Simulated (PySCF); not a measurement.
Compound: C6H11Cl.
Bonds: Cl1–C2, C2–C3, C3–C4, C4–C5, C5–C6, C6–C7, C2–C7. Hydrogens: H8 on C2; H9, H10 on C3; H11, H12 on C4; H13, H14 on C5; H15, H16 on C6; H17, H18 on C7.

Method: core-valence-separated Tamm–Dancoff BHandHLYP/aug-pcX-1 (pcseg-1 on H, def2-SVPD on Cl) in PySCF, non-relativistic, gas phase, PBE0-D3(BJ)/def2-SVP geometry.

Computed carbon K-edge spectrum, Gaussian lines of 0.4 eV full width, highest printed point 100; it ends one width below the last computed root. The energies are unshifted.

(photon energy (eV), absorption): (284.4, 1), (284.5, 6), (284.6, 19), (284.7, 42), (284.8, 66), (284.9, 73), (285.0, 58), (285.1, 37), (285.2, 29), (285.3, 40), (285.4, 60), (285.5, 74), (285.6, 75), (285.7, 67), (285.8, 66), (285.9, 78), (286.0, 96), (286.1, 100), (286.2, 80), (286.3, 49), (286.4, 27), (286.5, 23), (286.6, 29), (286.7, 34), (286.8, 35), (286.9, 33)

Q: Where are the maxima, and which lines make them up?

A: 4 maxima:
- 284.9 eV: C2 (sp3 C–Cl carbon), 284.88 eV, f = 0.072, 100 % of the height at the exact maximum
- 285.5 eV: C3/C7 (ring CH2 carbon), 285.62 eV, f = 0.035, sum of 2, 43 % of the height at the exact maximum; C4/C6 (ring CH2 carbon), 285.48 eV, f = 0.032, sum of 2, 39 % of the height at the exact maximum; C5 (ring CH2 carbon), 285.41 eV, f = 0.014, 13 % of the height at the exact maximum
- 286.1 eV: C4/C6 (ring CH2 carbon), 286.11 eV, f = 0.050, sum of 2, 49 % of the height at the exact maximum; C3/C7 (ring CH2 carbon), 286.10 eV, f = 0.036, sum of 2, 36 % of the height at the exact maximum; C5 (ring CH2 carbon), 285.88 eV, f = 0.025, 14 % of the height at the exact maximum
- 286.7 eV: C4/C6 (ring CH2 carbon), 286.76 eV, f = 0.014, sum of 2, 40 % of the height at the exact maximum; C3/C7 (ring CH2 carbon), 286.64 eV, f = 0.011, sum of 2, 26 % of the height at the exact maximum; C4/C6 (ring CH2 carbon), 286.70 eV, f = 0.007, sum of 2, 18 % of the height at the exact maximum

Roots within 0.03 eV on the same or equivalent atoms count as one line; shares under 12 % aren't listed.

Vibrational structure and lifetime widths aren't in the curve. The ionisation threshold wasn't computed; near and above it a finite basis only mimics Rydberg series and continuum.

One conformer stands for the species.
